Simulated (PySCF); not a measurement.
One of the candidates below gave these computed data.

All candidates are C6H12O2S.

| technique | computed result |
| --- | --- |
| 1H NMR | chemical shifts (computed TMS as zero) by class: 3.06 (4 H), 1.79 (4 H), 1.64 (4 H) ppm [GIAO PBE0/pcSseg-1] |
| Rotational structure | rotational constants A, B, C: 2.286, 1.185, 0.977 GHz [GFN2-xTB] |
| 13C NMR | chemical shifts (computed TMS as zero) by class: 66.0 (2 C), 35.6 (2 C), 23.8 (2 C) ppm [GIAO PBE0/pcSseg-1] |
| NMR, other nuclei | isotropic shieldings of nuclei other than C and H, by class: 118 (2 O), 175 (1 S) ppm [GIAO PBE0/pcSseg-1] |
| Dipole | 5.34 D [PBE0/pcSseg-1] |

Gas-phase values; electronic properties from PySCF, density fitting. Levels stand in brackets. The structure is a single GFN2-xTB conformer in the gas phase; no vibrational or solvent corrections. NMR values are class means; diastereotopic atoms form classes of their own.

Question: Which candidate is it?
A. `C[C@@H]1CCS(=O)(=O)[C@@H]1C`
B. `C=CCCS(=O)(=O)CC`
C. `O=S1(=O)CCCCCC1`

Answer: C. It is `O=S1(=O)CCCCCC1`. Numbering: `[O:1]=[S:2]1(=[O:3])[CH2:4][CH2:5][CH2:6][CH2:7][CH2:8][CH2:9]1`. 6 carbons fall into 3 classes; from least to most shielded: ring sp3 carbon bound to sulfur [C4/C9] (66.0 ppm, 2 C), ring CH2 carbon [C6/C7] (35.6 ppm, 2 C), ring CH2 carbon [C5/C8] (23.8 ppm, 2 C). Hydrogen classes from least to most shielded: 4 H on 2 like atoms (sp3 carbon bound to sulfur), C4/C9 (3.06 ppm), 4 H on 2 ring CH2 carbons, C5/C8 (1.79 ppm), 4 H on 2 ring CH2 carbons, C6/C7 (1.64 ppm, a mean of values up to 0.9 ppm apart in this geometry). The other shieldings belong to: 118 ppm, sulfonyl oxygen [O1/O3]; 175 ppm, sulfonyl sulfur [S2]. The optimised geometry has point group C2 and is an asymmetric top.

The others, at the same levels:
- `C[C@@H]1CCS(=O)(=O)[C@@H]1C` fails: it has 6 carbon classes against 3; its computed 13C shifts are 65.0 (1 C), 56.6 (1 C), 38.4 (1 C), 32.3 (1 C), 14.9 (1 C), 10.1 (1 C) ppm, 1H shifts are 3.02 (1 H), 2.89 (1 H), 2.63 (1 H), 2.16 (1 H), 2.11 (1 H), 1.91 (1 H), 1.35 (3 H), 1.15 (3 H) ppm and rotational constant A is 1.930 GHz (against 2.286 GHz).
- `C=CCCS(=O)(=O)CC` fails: it has 6 carbon classes against 3; its computed 13C shifts are 147.4 (1 C), 121.1 (1 C), 61.4 (1 C), 57.2 (1 C), 30.6 (1 C), 5.3 (1 C) ppm, 1H shifts are 7.02 (1 H), 5.37 (1 H), 5.32 (1 H), 2.88 (2 H), 2.62 (2 H), 2.61 (2 H), 1.61 (3 H) ppm and rotational constant A is 3.511 GHz (against 2.286 GHz).

Each candidate is one conformer, not necessarily the lowest. The conformers computed, where there is a choice (atom-mapped SMILES and torsion angles):
- `[CH2:1]=[CH:2][CH2:3][CH2:4][S:5](=[O:6])(=[O:7])[CH2:8][CH3:9]`: C1–C2–C3–C4 -128°, C2–C3–C4–S5 -75°, C3–C4–S5–O6 -52°, C4–S5–C8–C9 -176°

The conformers of `O=S1(=O)CCCCCC1` and `C[C@@H]1CCS(=O)(=O)[C@@H]1C` aren't listed.
